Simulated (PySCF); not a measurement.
**Two-component Hartree-Fock for Ho⁵⁸⁺ (holmium, charge +58)**

Start: [He] 2s2 2p5; 2p1/2 filled at m_j = -1/2, +1/2; 2p3/2 filled at m_j = -1/2, +1/2, +3/2. Calculated with PySCF 2.14 in an uncontracted even-tempered set (17 s from 40 bohr⁻², ratio 2.4; 13 p from 51 bohr⁻², ratio 2.4; 5 d from 180 bohr⁻², ratio 2.6; 4 f from 270 bohr⁻², ratio 2.6): generalised Hartree-Fock with the X2C-1e Hamiltonian and a Gaussian nucleus; one run each with spin-orbit coupling (SO) switched off, then screened by Boettger's factors.

```json
{"spinor shell": "1s1/2", "electrons": "2", "ε, spin-free (eV)": "-60969.0", "ε, screened SO (eV)": "-60949.9", "weight of nominal j (screened SO)": "1.000", "rms radius, screened SO (bohr)": "0.0235"}
{"spinor shell": "2s1/2", "electrons": "2", "ε, spin-free (eV)": "-14085.9", "ε, screened SO (eV)": "-14080.4", "weight of nominal j (screened SO)": "1.000", "rms radius, screened SO (bohr)": "0.0930"}
{"spinor shell": "2p1/2", "electrons": "2", "ε, spin-free (eV)": "-13083.2", "ε, screened SO (eV)": "-13714.4", "weight of nominal j (screened SO)": "1.000", "rms radius, screened SO (bohr)": "0.0791"}
{"spinor shell": "2p3/2", "electrons": "3", "ε, spin-free (eV)": "-13083.2", "ε, screened SO (eV)": "-12814.2", "weight of nominal j (screened SO)": "1.000", "rms radius, screened SO (bohr)": "0.0852"}
```

| quantity | spin-free | screened SO |
| --- | --- | --- |
| E (hartree) | -8412.90664 | -8430.51038 |
| M_J | 3/2 | 3/2 |
| ⟨J²⟩ | 3.750 | 3.750 |
| ⟨L²⟩ | 2.000 | 2.016 |
| ⟨S²⟩ | 0.750 | 0.766 |

Each row is a mean over spinors that exchange with the open shell spreads, by up to 57.168 eV (2s1/2).

Breit and QED terms are absent; they matter most for the inner s and p1/2 levels.

Densities and radii are taken from the X2C orbitals without a picture-change correction, which distorts them close to the nucleus.

Without spin-orbit coupling the j labels of p, d and f shells carry no meaning; the spin-free column gives the mean over the occupied spinors of each nl shell.
